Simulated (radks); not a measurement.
Spin polarisation of the 5d2 shell in Ta3+. Start: [Xe] 4f14 5d(up 1, down 1); electrons of 5d are moved from spin down to spin up, other shells keep equal spins. Method: scalar-relativistic Kohn-Sham, BLYP, spin-polarised, spherical densities, finite nucleus; Fermi nuclear charge, rms radius of each element as measured or else 0.836 A^(1/3) + 0.57 fm; computed with a radial shooting solver on a logarithmic mesh with Libxc functionals.

| moment (Bohr magnetons) | E - E(0) (eV) | e(5d up) (eV) | e(5d down) (eV) | 4f down minus up (eV) | 5p down minus up (eV) | 5s down minus up (eV) |
|---|---|---|---|---|---|---|
| 0 | 0.000 | -29.117 | -29.117 | 0.000 | 0.000 | 0.000 |
| 0.5 | -0.046 | -29.292 | -28.928 | 0.054 | 0.299 | 0.223 |
| 1 | -0.181 | -29.450 | -28.733 | 0.109 | 0.595 | 0.445 |
| 1.5 | -0.402 | -29.588 | -28.539 | 0.163 | 0.887 | 0.666 |
| 2 | -0.703 | -29.709 | -28.351 | 0.217 | 1.171 | 0.885 |

At moment 2 the spin-polarisation energy is -0.703 eV and the 5d exchange splitting 1.358 eV, that is 0.679 eV per Bohr magneton; E = -I m^2/4 would give I = 0.703 eV.
